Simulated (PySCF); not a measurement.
CuF (SMILES [F][Cu]), singlet, geometry from GFN2-xTB (such geometries of metal compounds can be far from the true shape). Base run: PySCF with SVWN5/aug-cc-pVDZ.

Here is a job for PySCF.
```python
from pyscf import gto, scf, dft

mol = gto.Mole()
mol.atom = '''
    Cu   -0.00000000   -0.00000000   -0.40615773
    F     0.00000000    0.00000000    1.30873047
'''
mol.basis = 'aug-cc-pvdz'
mol.verbose = 4
mol.build()

mf = dft.RKS(mol)
mf.xc = 'lda,vwn'
mf.kernel()
mf.analyze()
```

The base run was repeated with changes; each row names its change, and settings that it needs were set with it.

```tsv
change	ΔE vs base (µEh)	grid points	electrons on the grid
base	0.0	34904	38.00000
small_rho_cutoff = 0	0.0	34904	38.00000
grids.radi_method = mura_knowles	0.0	32192	38.00000
grids.level = 5	4.6	88616	38.00000
grids.atom_grid = (99, 590)	4.8	60672	38.00000
grids.atom_grid = (30, 110)	133	4888	37.99876
grids.level = 2	37.2	24648	37.99997
grids.prune = dft.gen_grid.treutler_prune	-23.4	33128	38.00000
grids.atom_grid = (75, 302)	37.1	27304	37.99997
grids.radi_method = gauss_chebyshev	0.1	34152	38.00000
grids.atom_grid = (150, 974)	4.6	151000	38.00000
```
